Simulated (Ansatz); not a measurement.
`B[O][AlH][OH]` + NH₃ → `[NH2][AlH][OH]` + `BO`  (ligand exchange at the Al–O bond)

Calculated with Ansatz (gas phase, PBE0-D4/def2-TZVP geometries, no zero-point term in ΔE). CBS: MP2 limit from def2 TZ/QZ plus the TZ coupled-cluster correction, frozen cores. This one scheme is used for every species. Functionals use def2-TZVPP. One conformer a species, not always the lowest.

CCSD(T)/CBS gives +46.6 kJ/mol.

(1) Another level gave +43.4 kJ/mol. Which?
A. LDA (SPW92)/def2-TZVPP
B. HF/def2-TZVPP
C. B97M-V/def2-TZVPP
D. PBE0-D4/def2-TZVPP

(2) What do rigid-rotor, harmonic-oscillator terms from PBE0-D4/def2-TZVP frequencies (298.15 K, 1 bar) make of the CCSD(T)/CBS value? (An estimate is asked.)

Largest T1 diagnostic among the species: 0.014.

## Answers

(1) D. PBE0-D4 43.4, B97M-V 49.3, HF/def2-TZVPP 56.2, LDA (SPW92) 37.7 kJ/mol.

(2) Computed: ΔZPE = +2.8 kJ/mol, ΔH = +46.3 kJ/mol, ΔS = -2 J/(mol·K), ΔG = +46.8 kJ/mol.

From BLYP to BHLYP (50 % exact exchange), in def2-TZVPP and without D4, ΔE moves by +4.7 kJ/mol. In def2-TZVPP, CCSD(T) changes the Hartree–Fock value by −9.8 kJ/mol (the triples alone add −1.3 kJ/mol) and MP2 by −9.4 kJ/mol. Leaving LDA and LC-ωPBE aside and taking each functional with its dispersion term where it has one, the values, not all of them listed here, spread over 11.7 kJ/mol, from revPBE-D4 to BHLYP-D4.
